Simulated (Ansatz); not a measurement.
Geometry optimisation, Ansatz, RKS B3LYP-D4/def2-SVP.

The input (input.yaml):

```yaml
crystal:
  periodic: [false, false, false]
  atoms:
    - { symbol: Sn, position_ang: [-1.039152, 0.673274, -0.733494] }
    - { symbol: Si, position_ang: [0.207169, -1.337523, 0.139323] }
    - { symbol: H, position_ang: [-0.069413, 1.661712, -1.745202] }
    - { symbol: H, position_ang: [-1.700728, 1.605162, 0.544623] }
    - { symbol: H, position_ang: [-2.347193, 0.068932, -1.680638] }
    - { symbol: H, position_ang: [1.699686, 0.672665, 1.216493] }
    - { symbol: Cl, position_ang: [1.804038, 1.983406, 1.259491] }
    - { symbol: H, position_ang: [1.331448, -0.977846, 1.062468] }
    - { symbol: H, position_ang: [0.810889, -2.115913, -0.981371] }
    - { symbol: H, position_ang: [-0.696645, -2.23397, 0.918307] }
basis:
  gaussian: { orbitals: def2-SVP }
hamiltonian:
  xc: b3lyp
  dispersion: d4
relax:
  f_tol: 0.03
  max_steps: 50
```

Command:

```bash
$ ansatz run input.yaml --threads 2 --pin off --max-ram 3072MiB --backend cpu --events-out ev --progress --plain --runs-dir out
```

Problem. Where does it end, and by what steps?

Solution. The run converged. After 6 steps the energy has fallen by 0.061 eV; H6 moved furthest, 0.45 Å.

| step | energy less start (eV) | largest force component (eV/Å) | accepted |
| --- | --- | --- | --- |
| 0 | 0.0000 | 0.617 | yes |
| 1 | -0.0450 | 0.397 | yes |
| 2 | -0.0501 | 0.689 | yes |
| 3 | -0.0597 | 0.166 | yes |
| 4 | -0.0602 | 0.034 | yes |
| 5 | -0.0609 | 0.036 | yes |
| 6 | -0.0611 | 0.007 | yes |

```xyz
10
Properties=species:S:1:pos:R:3
Sn -1.102 0.649 -0.771
Si 0.168 -1.429 0.107
H -0.091 1.623 -1.757
H -1.721 1.584 0.528
H -2.430 0.107 -1.727
H 2.009 0.875 1.478
Cl 1.868 2.142 1.264
H 1.274 -1.027 1.032
H 0.775 -2.196 -1.019
H -0.749 -2.329 0.866
```

Whether the end is a true minimum wasn't checked by a vibrational analysis.

The run took 58 s on 2 threads of AMD EPYC 7571, on a shared host, peak memory 0.24 GiB.
